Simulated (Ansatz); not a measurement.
CH$_{3}$GeNO, SMILES `O[C]1=[N][GeH2]1`, relaxed with RKS PBE-D4/def2-SVP in the Gaussian-basis code of Ansatz from a rough embedded geometry. The force threshold is 0.03 eV/Å; the program also tests the step.

Charge 0, multiplicity 1.

Start:

```xyz
7

O    -0.098   -1.272    1.310
C     0.187   -0.137    0.461
N     0.910    1.089    0.292
Ge   -0.182    0.659   -1.041
H     0.339   -1.347    2.155
H     0.457   -0.182   -2.205
H    -1.613    1.190   -0.972
```

```tsv
step	energy (eV)	largest force (eV/Å)	largest move (Å)
1	-61113.0477	6.284	0.000
2	-61114.4276	3.034	0.195
3	-61114.8862	1.866	0.200
4	-61114.9930	0.492	0.100
5	-61115.0063	0.300	0.037
6 (rejected)	-61115.0058	0.393	0.023
7	-61115.0095	0.066	0.011
8	-61115.0104	0.024	0.016
```

End:

```xyz
7

O    -0.031   -1.309    1.452
C     0.098   -0.334    0.551
N     0.787    0.742    0.499
Ge   -0.346    0.443   -1.105
H     0.564   -1.073    2.203
H     0.453    0.102   -2.376
H    -1.525    1.427   -1.224
```

It took 14 s on 2 threads of an Arm Neoverse V1 on a shared host, with 0.14 GiB of host memory at the peak.
